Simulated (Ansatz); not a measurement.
Born–Oppenheimer molecular dynamics of a periodic cell of 24 atoms, H$_{2}$CSF$_{4}$ (contents 3 CF4 + 3 SH2, density as packed 1.22 g/cm³ with natural masses). It starts from a partly relaxed structure (largest force component 0.28 eV/Å).

The calculation used DFT r2SCAN-D3(BJ), scalar-relativistic, plane waves, PAW in Ansatz. Settings: cutoff 500 eV, k mesh 1x1x1, fermi-dirac smearing 0.05 eV, no spin polarisation.

| Property | Result |
| --- | --- |
| ensemble | NVT, Langevin thermostat |
| time step | 0.5 fs |
| steps asked | 70 |
| set temperature | 1000 K |
| friction | 0.02 /fs |
| seed | 609752 |

First frame:

```xyz
24
Lattice="7.9280 0.0000 0.0000 0.0000 7.9280 0.0000 0.0000 0.0000 7.9280" Properties=species:S:1:pos:R:3
C 4.548 6.715 7.420
F 5.398 7.255 8.284
F 3.611 6.050 8.082
F 3.989 7.673 6.697
F 5.199 5.885 6.619
C 1.688 1.953 5.903
F 0.632 1.624 6.641
F 2.017 0.930 5.126
F 1.383 2.997 5.152
F 2.707 2.249 6.696
C 7.520 4.800 0.472
F 7.764 5.941 1.101
F 6.286 4.395 0.747
F 7.651 4.976 -0.835
F 8.383 3.878 0.877
S 4.240 4.226 3.856
H 3.361 4.241 2.831
H 4.878 3.159 3.341
S 6.938 1.445 3.095
H 7.008 2.748 3.455
H 6.756 1.776 1.808
S 1.204 5.878 4.228
H 1.002 6.913 5.048
H 2.109 6.567 3.509
```

Problem. What does the run give?

Solution. The run went to its last step.

```yaml
steps_done: 70
time_covered: 35 fs
mean_temperature_over_the_second_half: 869 K
spread_of_the_potential_energy_over_the_second_half: 10.9 meV per atom
mean_potential_energy_of_the_second_half_above_the_start: 55.8 meV per atom
```

The mean temperature of the second half is 13 % below the set value. A run of 0.035 ps of so small a system gives no equilibrium averages. Limits of this set-up: coarse k mesh.

Problem. What happens to the structure?

Solution. Mean squared displacements from the first frame to the last, about the centre of mass: C 0.02 Å², F 0.08 Å², S 0.07 Å², H 0.82 Å². This is one draw of velocities; another would differ in detail.

Problem. How do temperature and energy run in time?

Solution. 
| time (fs) | T (K) | potential energy less start (eV) |
| --- | --- | --- |
| 0.0 | 958 | 0.000 |
| 1.0 | 955 | 0.046 |
| 2.0 | 906 | 0.166 |
| 3.0 | 899 | 0.315 |
| 4.0 | 928 | 0.478 |
| 5.0 | 909 | 0.666 |
| 6.0 | 869 | 0.834 |
| 7.0 | 796 | 0.977 |
| 8.0 | 783 | 1.082 |
| 9.0 | 830 | 1.114 |
| 10.0 | 854 | 1.097 |
| 11.0 | 857 | 1.069 |
| 12.0 | 797 | 1.082 |
| 13.0 | 851 | 1.151 |
| 14.0 | 905 | 1.272 |
| 15.0 | 811 | 1.412 |
| 16.0 | 808 | 1.545 |
| 17.0 | 763 | 1.648 |
| 18.0 | 747 | 1.708 |
| 19.0 | 733 | 1.706 |
| 20.0 | 786 | 1.674 |
| 21.0 | 828 | 1.625 |
| 22.0 | 921 | 1.513 |
| 23.0 | 906 | 1.337 |
| 24.0 | 945 | 1.169 |
| 25.0 | 977 | 1.073 |
| 26.0 | 971 | 1.034 |
| 27.0 | 985 | 1.002 |
| 28.0 | 984 | 0.974 |
| 29.0 | 968 | 0.991 |
| 30.0 | 857 | 1.106 |
| 31.0 | 814 | 1.247 |
| 32.0 | 813 | 1.403 |
| 33.0 | 776 | 1.525 |
| 34.0 | 847 | 1.532 |
| 35.0 | 847 | 1.437 |

Time of the run: 18 min on 2 threads of Intel(R) Xeon(R) Platinum 8375C CPU @ 2.90GHz (Ice Lake) (shared host), peak memory 1.5 GiB.
